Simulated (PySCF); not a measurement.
An unknown gives this computed stick spectrum. Method used: PySCF 2.14.0, density-fitted response routines, TDDFT PBE0/def2-SVPD, vertical, gas phase, core orbitals frozen in the response. Geometries: GFN2-xTB, one conformer each.

| state | E (eV) | λ (nm) | f |
| --- | --- | --- | --- |
| S1 | 8.41 | 147.4 | 0.0002 |
| S2 | 8.78 | 141.2 | 0.046 |
| S3 | 8.89 | 139.4 | 0.0093 |
| S4 | 8.98 | 138.1 | 0.019 |
| S5 | 9.01 | 137.7 | 0.0000 |
| S6 | 9.15 | 135.5 | 0.023 |

Triplets computed (Tamm–Dancoff): 8.27, 8.60 eV.

Orbital energies (eV): HOMO-3 -9.88, HOMO-2 -9.42, HOMO-1 -9.23, HOMO -8.74, LUMO 0.73, LUMO+1 1.28, LUMO+2 1.36.

Question: Which candidate is it? All have the formula C6H8F2.
A. `F[C@@H]1[C@@H]2CC[C@H](F)[C@H]12`
B. `FC1(F)C[C@H]2C[C@@H]1C2`
C. `C=C1CC(C(F)F)C1`
D. `C#C[C@@H](F)[C@H](C)CF`

Answer: B. Its S1, at 8.41 eV, is the highest among the candidates; the nearest of the others has S1 at 7.33 eV. S1 is HOMO→LUMO (98%). Löwdin shares by element: HOMO carbon 32% or more, fluorine 27% (atoms not listed hold the other 40%); LUMO carbon 32% or more, hydrogen 10% or more (atoms not listed hold the other 58%). At the same level the other candidates give, for their lowest levels:
- `C#C[C@@H](F)[C@H](C)CF`: 6.27 eV (f 0.001); 6.88 eV (f 0.002); 7.20 eV (f 0.000); 7.84 eV (f 0.025); 8.17 eV (f 0.065); T1 5.29 eV; HOMO -8.23, LUMO 0.03 eV
- `C=C1CC(C(F)F)C1`: 6.79 eV (f 0.269); 6.97 eV (f 0.012); 7.37 eV (f 0.000); 7.65 eV (f 0.012); 7.70 eV (f 0.000); T1 4.21 eV; HOMO -7.45, LUMO -0.17 eV
- `F[C@@H]1[C@@H]2CC[C@H](F)[C@H]12`: 7.33 eV (f 0.000); 7.69 eV (f 0.004); 8.15 eV (f 0.005); 8.33 eV (f 0.007); 8.43 eV (f 0.000); T1 7.12 eV; HOMO -8.11, LUMO 0.47 eV

Without π bonds the low states are Rydberg-like; a valence basis with one diffuse set may place them up to an eV too high.
